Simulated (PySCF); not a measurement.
Isomers of C3H11NOSi2, from PBE0-D3(BJ)/def2-SVP geometry optimisation, gas phase (PySCF 2.14.0). One conformer each, no zero-point energy, no frequencies.

Task: Which is lower in electronic energy at this level?
A. `[OH:1][CH2:2][C@@H:3]1[CH2:4][SiH2:5][NH:6][SiH2:7]1` with H–O1–C2–C3 -173°, O1–C2–C3–C4 173°, C2–C3–C4–Si5 -161°, C3–C4–Si5–N6 29°, C4–Si5–N6–Si7 -10°, Si5–N6–Si7–C3 -8°: A = 3372, B = 1215, C = 942.2 MHz, dipole 1.53 D
B. `[NH2:1][CH2:2][Si@H:3]1[CH2:4][CH2:5][SiH2:6][O:7]1` with H–N1–C2–Si3 -66° and 50°, N1–C2–Si3–C4 -163°, C2–Si3–C4–C5 87°, Si3–C4–C5–Si6 34°, C4–C5–Si6–O7 -28°, C5–Si6–O7–Si3 10°: A = 3045, B = 1249, C = 1041 MHz, dipole 1.90 D

Result: B. That is `NC[Si@H]1CC[SiH2]O1`, 21.4 kcal/mol below the other.

```tsv
SMILES	mapped SMILES	E (Eh)	relative (kcal/mol)	relative (kJ/mol)	dipole (D)
NC[Si@H]1CC[SiH2]O1	[NH2:1][CH2:2][Si@H:3]1[CH2:4][CH2:5][SiH2:6][O:7]1	-829.09841	0.0	0.0	1.90
OC[C@@H]1C[SiH2]N[SiH2]1	[OH:1][CH2:2][C@@H:3]1[CH2:4][SiH2:5][NH:6][SiH2:7]1	-829.06430	21.4	89.6	1.53
```

As drawn, the lower has an Si–O bond, which the higher lacks; the higher has an O–H bond, which the lower lacks.
